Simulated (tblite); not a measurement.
C$_{6}$H$_{12}$O$_{2}$, charge +1, doublet, at a GFN2-xTB geometry (a state made from the parent by changing its charge; the spin is typed, not shown lowest); tblite 0.6.0 with IPEA1-xTB.

tblite was given this input:
```
$ tblite run mol.xyz --method ipea1 --charge 1 --spin 1 --json tblite.json --no-restart

# file mol.xyz
20

C     -3.87859876     0.56907484    -0.23906773
C     -2.69519585    -0.32943690     0.01157181
C     -1.35165221     0.36119849    -0.07247986
C     -0.15743745    -0.53991423     0.16191148
O      0.98070711     0.29253839     0.42395932
C      2.14111931    -0.14015631    -0.02975134
C      3.30062485     0.70906270     0.41729083
O      2.26579798    -1.11327316    -0.72891355
H     -3.76309220     1.14165276    -1.15883222
H     -4.79595382    -0.01498766    -0.27916002
H     -4.01481834     1.30056336     0.56297046
H     -2.82366548    -0.83627884     0.97736436
H     -2.70688169    -1.15499881    -0.71818678
H     -1.31799885     1.16739233     0.67568311
H     -1.22772050     0.87440248    -1.03385711
H     -0.31201660    -1.19799783     1.02569627
H      0.09117320    -1.17675346    -0.70374835
H      2.93378746     1.67941786     0.74147963
H      4.01827272     0.80078337    -0.39478626
H      3.79371392     0.20371123     1.24815944
```

Q: What does tblite print? Leave out banner, timings and long lists.

A: 
```
xTB calculator
 | screened Coulomb repulsion
 | Coulomb electrostatics
 |  * isotropic Klopman-Ohno-Mataga-Nishimoto electrostatics
 |  * onsite third-order electrostatics
 | DFT-D3(BJ) dispersion correction

halogen bonding energy    0.0000000000000E+00 Eh
repulsion energy          4.3991319148840E-01 Eh
dispersion energy        -6.8527037431384E-03 Eh
number of electrons       4.7000000000000E+01 e
integral cutoff           4.0000000000000E+01 bohr

------------------------------------------------------------
  cycle        total energy    energy error   density error
------------------------------------------------------------
      1     -29.86893459572  -3.0301995E+01   4.9401922E-01
      2     -29.89239264146  -2.3458046E-02   3.2898948E-01
      3     -29.87432754057   1.8065101E-02   2.3941164E-01
      4     -30.16669288758  -2.9236535E-01   7.8646290E-02
      5     -30.23024156585  -6.3548678E-02   3.4066209E-02
      6     -30.22388498093   6.3565849E-03   3.1869530E-02
      7     -30.23620311068  -1.2318130E-02   2.3423025E-02
      8     -30.24288820981  -6.6850991E-03   7.8197947E-03
      9     -30.24331048361  -4.2227380E-04   3.3170637E-03
     10     -30.24349048504  -1.8000143E-04   1.1903576E-03
     11     -30.24350562226  -1.5137218E-05   5.6297647E-04
     12     -30.24350759767  -1.9754143E-06   1.9588640E-04
     13     -30.24350810408  -5.0640698E-07   8.2790767E-05
     14     -30.24350818151  -7.7429782E-08   2.9500783E-05
     15     -30.24350817670   4.8121080E-09   2.9919908E-05
     16     -30.24350818919  -1.2487067E-08   5.1046803E-06
------------------------------------------------------------

electronic energy        -3.0676568676931E+01 Eh
total energy             -3.0243508189185E+01 Eh

Post processing:
 | Mayer-Wiberg bond orders

[Info] JSON dump of results written to 'tblite.json'
```
